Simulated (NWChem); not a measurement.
# Ionisation of H3N2

SMILES: [NH]N
```xyz
5

N      0.6511    -0.3566     0.0959
N     -0.5470     0.1891    -0.1233
H      1.3245     0.4159     0.0242
H     -0.7248     1.1746     0.0674
H     -1.3289    -0.4182     0.1002
```
Charge 0, spin multiplicity 2.

All runs are NWChem calculations. Structure: optimised with UPBE0/def2-SVP, a minimum by its harmonic frequencies. It is one conformer; others weren't searched.

Basis set: def2-TZVP. −ε marks an orbital energy of the parent.

B3LYP has NWChem's definition, with VWN1-RPA local correlation. The structure started from a generated list of species. No SCF solution was tested for a lower state. Open-shell Hartree-Fock references start from PBE0 orbitals.

**Question.** One of these methods gave a first vertical ionisation energy of 5.13 eV. Which?
A) −ε(alpha HOMO) of PBE
B) −ε(alpha HOMO) of B3LYP
C) −ε(alpha HOMO) of M06-2X
D) −ε(alpha HOMO) of HF

**Answer.** B, −ε(alpha HOMO) of B3LYP. The others give 3.74 (−ε(alpha HOMO) of PBE), 6.80 (−ε(alpha HOMO) of M06-2X), 9.70 (−ε(alpha HOMO) of HF).
